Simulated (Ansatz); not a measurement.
Geometry optimisation, RKS B3LYP-D4/def2-SVP in Ansatz 0.2.0.

Input file:

```yaml
crystal:
  periodic: [false, false, false]
  atoms:
    - { symbol: B, position_ang: [-0.41734, 0.82785, -0.00877] }
    - { symbol: B, position_ang: [0.388, -0.65883, 0.07543] }
    - { symbol: F, position_ang: [1.22552, -0.95459, 1.06543] }
    - { symbol: Cl, position_ang: [0.21629, -1.94368, -1.06341] }
    - { symbol: H, position_ang: [-1.1265, 1.09714, -0.8969] }
    - { symbol: H, position_ang: [-0.28597, 1.63212, 0.82822] }
basis:
  gaussian: { orbitals: def2-SVP }
hamiltonian:
  xc: b3lyp
  dispersion: d4
relax:
  f_tol: 0.02
  max_steps: 40
scf:
  lower_state_search: "off"
output:
  orbitals: {}
```

Launched with:

```bash
$ ansatz run input.yaml --threads 1 --pin off --max-ram 2048MiB --backend cpu --events-out ev --progress --plain --runs-dir out
```

Q: Where does it end, and by what steps?

A: The forces met the threshold. After 12 steps the energy has fallen by 0.323 eV; H6 moved furthest, 0.99 Å.

```
step  energy less start (eV)  largest force component (eV/Å)  accepted
   0                  0.0000                           0.905       yes
   1                 -0.0702                           0.456       yes
   2                 -0.0661                           0.544        no
   3                 -0.0834                           0.268       yes
   4                 -0.0968                           0.117       yes
   5                 -0.1136                           0.402       yes
   6                 -0.1315                           0.734       yes
   7                 -0.2334                           0.327       yes
   8                 -0.2950                           0.162       yes
   9                 -0.3204                           0.102       yes
  10                 -0.3192                           0.267        no
  11                 -0.3229                           0.025       yes
  12                 -0.3231                           0.003       yes
```

```xyz
6
Properties=species:S:1:pos:R:3
B -0.394 0.806 -0.001
B 0.506 -0.612 0.084
F 1.731 -0.767 0.551
Cl -0.323 -2.056 -0.537
H -0.383 1.498 -0.989
H -1.137 1.132 0.892
```

Whether the end is a true minimum wasn't checked by a vibrational analysis.

Run time: 71 s on 1 CPU thread of a shared host.
